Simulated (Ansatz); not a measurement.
CH₂AlClN₂. The species carries charge 0 and has multiplicity 1.

| atom | x (Å) | y (Å) | z (Å) |
| --- | --- | --- | --- |
| Cl1 | -1.980 | -2.364 | 0.851 |
| Al2 | -0.896 | -0.698 | 0.267 |
| N3 | -1.013 | 1.049 | -0.281 |
| C4 | 0.273 | 0.949 | -0.315 |
| N5 | 0.842 | -0.278 | 0.045 |
| H6 | 0.940 | 1.769 | -0.608 |
| H7 | 1.835 | -0.425 | 0.042 |

(1) List the harmonic frequencies (cm⁻¹, unscaled) at PBE0-D4/def2-TZVP in Ansatz. (Best estimate.)

(2) Is this a minimum?

(3) Give the ideal-gas thermochemistry at 298.15 K and 1 bar (rigid rotor, harmonic oscillator; point group Cs, symmetry number 1).

(4) And at 400, 500, 600, 800 and 1000 K?

## Answers

(1) The calculation gave: 106, 160, 264, 383, 483, 606, 718, 893, 981, 1066, 1209, 1295, 1549, 3058, 3680.

(2) Yes, all 15 modes are real.

(3) Zero-point energy 98.4 kJ/mol; H(298) − E = 115.7 kJ/mol; entropy 321.5 J/(mol·K), of which translation 166.8, rotation 111.3, vibration 43.4; G(298) − E = 19.8 kJ/mol.

(4) 
```json
{"T (K)": "400", "H − E (kJ/mol)": "124.8", "S (J/mol/K)": "347.8", "G − E (kJ/mol)": "-14.3"}
{"T (K)": "500", "H − E (kJ/mol)": "134.9", "S (J/mol/K)": "370.3", "G − E (kJ/mol)": "-50.2"}
{"T (K)": "600", "H − E (kJ/mol)": "146.0", "S (J/mol/K)": "390.4", "G − E (kJ/mol)": "-88.3"}
{"T (K)": "800", "H − E (kJ/mol)": "170.0", "S (J/mol/K)": "424.9", "G − E (kJ/mol)": "-169.9"}
{"T (K)": "1000", "H − E (kJ/mol)": "195.7", "S (J/mol/K)": "453.6", "G − E (kJ/mol)": "-257.9"}
```
